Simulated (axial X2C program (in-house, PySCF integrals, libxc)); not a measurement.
## How long does MnH⁺ take?

A bond scan computed with an axial X2C code built on PySCF integrals. Basis: Mn dyall-cv3z [9s10p6d3f2g], H dyall-v3z [6s2p1d] (cores contracted in-house).

Input:
```json
{
 "zs": [
  25,
  1
 ],
 "q": 1,
 "bas": [
  "dyall-cv3z",
  "dyall-v3z"
 ],
 "levels": [
  "PBE0",
  "HF",
  "B97-3"
 ],
 "cc": true,
 "r0": 1.51,
 "thr": -2.0,
 "nmax": 90,
 "npts": 10,
 "nst": 2,
 "ntry": 6
}
```
```bash
python so2c.py task.json out
```

Keys: zs atomic numbers; q charge; bas basis sets; levels methods; cc coupled cluster on or off; r0 starting distance in Å; thr threshold in hartree for freezing inner shells (an s shell follows its p shell); nmax most natural virtual spinors; npts points on the curve; nst determinants followed; ntry starts of the search. HF also brings MP2.

Hardware: 1 thread of Arm Neoverse V2 (shared host).

Wall time of one point of each curve, integrals apart:

```
Hamiltonian                               level  points  seconds a point
  spin-free                                PBE0      10             0.15
  spin-free                                  HF      10            0.077
  spin-free  CCSD(T) (7 electrons, 73 virtuals)       7             0.86
  spin-free                               B97-3      10             0.17
         2c                                PBE0      10             0.18
         2c                                  HF      10             0.11
         2c  CCSD(T) (7 electrons, 73 virtuals)       7             0.91
         2c                               B97-3      10              0.2
```

The rest:

Search with its distance optimisation 15 s, atoms 7.6 s, whole task 47 s. Coupled cluster runs on the points near the minimum only. The program drops outer points, and coupled cluster, when its time limit (not in the input) nears; MP2, further determinants and curves that did not converge are not in the table.
